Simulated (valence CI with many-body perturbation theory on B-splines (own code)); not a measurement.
Level structure of Nd XXX

Calculated by configuration interaction combined with many-body perturbation theory (CI+MBPT): three valence electrons over a frozen Dirac-Fock core [Ar] 3d10, a basis of 11 s, 11 p, 10 d, 8 f, 5 g, 2 h functions for each j, with the one-electron correlation potential Σ1 (screened to all orders), the two-electron term Σ2, the three-electron term Σ3, Breit, model QED; selected single and double excitations, second order for the rest, scaled by the run's own slope (own B-spline code, finite nucleus).

No measured spectrum was set against this ion. As an estimate, large intervals hold to a few tenths of a per cent, small ones and those within an open d or f shell to about a per cent.

Levels 46 to 90 of 177, with energies above the lowest level, (4s^2 4p1/2) J=1/2. "Leading %" is the weight of the configuration and term that name the level; weights of strongly mixed levels are sums over their largest components and can fall short. In the jj column 3d3/2^4 stands for four electrons in 3d with j = 3/2. Lifetimes count E1, E2, E3, M1 and M2 decay at the calculated energies, and are blank where another channel may lead or the interval is too uncertain; long ones can be off by a factor of two.

| No. | Configuration | Term | J | E (cm⁻¹) | Leading % | g | Lifetime | Leading jj |
| --- | --- | --- | --- | --- | --- | --- | --- | --- |
| 46 | 4p2.4d | 4F | 3/2 | 2380700 | 36 | 0.958 | 6.70 ps | 4p1/2 4p3/2 4d3/2 (94 %) |
| 47 | 4p2.4d | 2G | 7/2 | 2382100 | 40 | 1.061 | 17.4 ps | 4p1/2 4p3/2 4d3/2 (86 %) |
| 48 | 4p2.4d | 4D | 1/2 | 2384600 | 83 | 0.139 | 7.17 ps | 4p1/2 4p3/2 4d3/2 (98 %) |
| 49 | 4p2.4d | 4D | 7/2 | 2420400 | 42 | 1.302 | 12.9 ps | 4p1/2 4p3/2 4d5/2 (95 %) |
| 50 | 4p2.4d | 2G | 9/2 | 2444200 | 54 | 1.204 | 16.6 ps | 4p1/2 4p3/2 4d5/2 (94 %) |
| 51 | 4p2.4d | 2P | 3/2 | 2453900 | 34 | 1.120 | 3.77 ps | 4p1/2 4p3/2 4d5/2 (65 %) |
| 52 | 4p2.4d | 4P | 5/2 | 2455800 | 30 | 1.214 | 3.38 ps | 4p1/2 4p3/2 4d5/2 (60 %) |
| 53 | 4p2.4d | 2D | 5/2 | 2479500 | 37 | 1.226 | 2.71 ps | 4p1/2 4p3/2 4d5/2 (45 %) |
| 54 | 4p2.4d | 4P | 3/2 | 2482600 | 47 | 1.445 | 2.27 ps | 4p1/2 4p3/2 4d3/2 (62 %) |
| 55 | 4p2.4d | 4P | 1/2 | 2485500 | 43 | 1.904 | 2.09 ps | 4p1/2 4p3/2 4d3/2 (90 %) |
| 56 | 4p2.4d | 2F | 7/2 | 2490200 | 34 | 1.087 | 6.07 ps | 4p1/2 4p3/2 4d5/2 (71 %) |
| 57 | 4p2.4d | 2D | 5/2 | 2511000 | 38 | 1.158 | 3.12 ps | 4p1/2 4p3/2 4d5/2 (68 %) |
| 58 | 4p2.4d | 2D | 3/2 | 2550800 | 70 | 0.876 | 4.35 ps | 4p1/2 4p3/2 4d5/2 (83 %) |
| 59 | 4p2.4d | 2P | 1/2 | 2557500 | 68 | 0.996 | 3.25 ps | 4p1/2 4p3/2 4d5/2 (89 %) |
| 60 | 4s.4p.4f | 4G | 5/2 | 2593600 | 72 | 0.694 | 4.25 ps | 4s 4p1/2 4f5/2 (88 %) |
| 61 | 4s.4p.4f | 4G | 7/2 | 2604900 | 50 | 1.082 | 5.26 ps | 4s 4p1/2 4f7/2 (56 %) |
| 62 | 4s.4p.4f | 4F | 9/2 | 2621300 | 31 | 1.208 | 12.8 ps | 4s 4p1/2 4f7/2 (74 %) |
| 63 | 4s.4p.4f | 4F | 3/2 | 2624800 | 56 | 0.572 | 5.23 ps | 4s 4p1/2 4f5/2 (77 %) |
| 64 | 4s.4p.4f | 4F | 5/2 | 2629600 | 32 | 1.082 | 4.81 ps | 4s 4p1/2 4f5/2 (52 %) |
| 65 | 4s.4p.4f | 4D | 7/2 | 2631800 | 42 | 1.244 | 4.20 ps | 4s 4p1/2 4f7/2 (62 %) |
| 66 | 4p2.4d | 4D | 7/2 | 2662800 | 39 | 1.242 | 10.0 ps | 4p3/2^2 4d5/2 (80 %) |
| 67 | 4p2.4d | 2P | 1/2 | 2666800 | 56 | 1.051 | 2.96 ps | 4p3/2^2 4d3/2 (60 %) |
| 68 | 4p2.4d | 2D | 3/2 | 2673800 | 31 | 1.149 | 2.21 ps | 4p3/2^2 4d3/2 (85 %) |
| 69 | 4p2.4d | 4P | 5/2 | 2676600 | 19 | 1.196 | 2.23 ps | 4p3/2^2 4d3/2 (65 %) |
| 70 | 4s.4p.4f | 2G | 7/2 | 2682200 | 27 | 1.065 | 4.24 ps | 4s 4p1/2 4f7/2 (47 %) |
| 71 | 4p2.4d | 4F | 9/2 | 2682300 | 51 | 1.233 | 5.68 ps | 4p3/2^2 4d5/2 (78 %) |
| 72 | 4p2.4d | 2F | 7/2 | 2702100 | 44 | 1.033 | 2.49 ps | 4p3/2^2 4d3/2 (33 %) |
| 73 | 4s.4p.4f | 2F | 5/2 | 2711400 | 34 | 1.005 | 2.80 ps | 4s 4p1/2 4f7/2 (40 %) |
| 74 | 4p2.4d | 2S | 1/2 | 2749400 | 37 | 1.917 | 2.42 ps | 4p3/2^2 4d5/2 (59 %) |
| 75 | 4p2.4d | 2D | 3/2 | 2752300 | 40 | 1.000 | 2.37 ps | 4p3/2^2 4d3/2 (56 %) |
| 76 | 4s.4d2 | 4F | 3/2 | 2754000 | 77 | 0.504 | 1.59 ps | 4s 4d3/2^2 (65 %) |
| 77 | 4s.4d2 | 4F | 5/2 | 2762500 | 80 | 1.067 | 1.90 ps | 4s 4d3/2 4d5/2 (46 %) |
| 78 | 4p2.4d | 2D | 5/2 | 2777000 | 74 | 1.198 | 5.01 ps | 4p3/2^2 4d5/2 (85 %) |
| 79 | 4s.4d2 | 4F | 7/2 | 2778200 | 79 | 1.233 | 2.52 ps | 4s 4d3/2 4d5/2 (71 %) |
| 80 | 4p2.4d | 2D | 3/2 | 2784700 | 38 | 1.026 | 2.73 ps | 4p3/2^2 4d5/2 (43 %) |
| 81 | 4s.4d2 | 4P | 1/2 | 2798600 | 88 | 2.586 | 1.76 ps | 4s 4d3/2^2 (53 %) |
| 82 | 4p2.4d | 2D | 5/2 | 2800200 | 36 | 1.145 | 2.48 ps | 4p3/2^2 4d5/2 (66 %) |
| 83 | 4s.4d2 | 4F | 9/2 | 2802900 | 66 | 1.295 | 3.62 ps | 4s 4d5/2^2 (50 %) |
| 84 | 4s.4d2 | 4P | 3/2 | 2815900 | 93 | 1.676 | 1.99 ps | 4s 4d3/2 4d5/2 (90 %) |
| 85 | 4s.4d2 | 2G | 9/2 | 2816400 | 48 | 1.141 | 5.90 ps | 4s 4d3/2 4d5/2 (36 %) |
| 86 | 4s.4d2 | 4P | 5/2 | 2818500 | 66 | 1.447 | 1.93 ps | 4s 4d3/2 4d5/2 (65 %) |
| 87 | 4s.4d2 | 2G | 7/2 | 2839900 | 54 | 0.932 | 2.97 ps | 4s 4d3/2 4d5/2 (42 %) |
| 88 | 4s.4p.4f | 4G | 11/2 | 2849400 | 100 | 1.271 | 5.05 ps | 4s 4p3/2 4f7/2 (100 %) |
| 89 | 4s.4d2 | 2D | 3/2 | 2853300 | 53 | 0.834 | 2.06 ps | 4s 4d3/2 4d5/2 (32 %) |
| 90 | 4s.4p.4f | 4F | 5/2 | 2864700 | 30 | 1.174 | 2.57 ps | 4s 4p3/2 4f5/2 (55 %) |

Where two levels of one J and parity lie close, their mixing, g and order are uncertain.
